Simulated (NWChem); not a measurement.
A series in which one site is exchanged, each optimised at PBE0/def2-SVP with NWChem, gas phase unless a solvent is named. def2 effective core potentials on Rb, Ag, I, Cs; no spin-orbit coupling.

A: [Rb][I] (RbI; site = Rb)
B: [I][Cs] (CsI; site = Cs)
C: [Ag][I] (AgI; site = Ag)
D: II (I2; site = I)

Values for A:

```
Quantity                                                   Value
---------------------------------------------------------  -----
dipole (D), PBE0/def2-SVP                                  11.82
vertical ionisation energy, ΔSCF, CAM-B3LYP/def2-SVP (eV)   7.55
static polarisability, CAM-B3LYP/def2-SVPD (bohr³)          68.8
```

Problem. How do these values change for the other members?

Solution. 
```tsv
change from A	B	C	D
dipole (D), PBE0/def2-SVP	+0.02	-6.82	-11.82
vertical ionisation energy, ΔSCF, CAM-B3LYP/def2-SVP (eV)	+0.06	+1.42	+2.14
static polarisability, CAM-B3LYP/def2-SVPD (bohr³)	+7.2	-3.5	+1.8
```
